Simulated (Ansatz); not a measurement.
Cartesian coordinates in Å:
```
O 1.744 -0.771 3.415
C 1.436 -0.590 2.311
N 1.115 -0.403 1.166
Hf 0.604 -0.095 -0.767
F 0.884 -1.685 -1.760
F 1.682 1.283 -1.497
N -1.344 0.439 -0.875
C -2.502 0.757 -0.958
O -3.619 1.064 -1.035
```

Charge 0, multiplicity 1. Hf takes the def2 core potential.

(1) List the r2SCAN/def2-TZVPP orbital energies in eV (Ansatz). (Best estimate.)

Answers

(1) Ansatz gave: Occupied: -666.39, -666.39, -517.57, -517.57, -386.13, -386.13, -277.09, -277.09, -67.38, -36.93, -36.65, -36.32, -30.36, -29.96, -29.76, -29.76, -24.67, -24.62, -14.06, -13.85, -12.91, -12.72, -12.31, -12.29, -12.28, -12.23, -11.72, -11.61, -11.13, -11.13, -10.87, -10.64, -8.56, -8.31, -8.26, -8.08. Lowest empty: -2.37, -2.16, -1.29, -1.10, -0.89, -0.60, 1.02, 1.07.
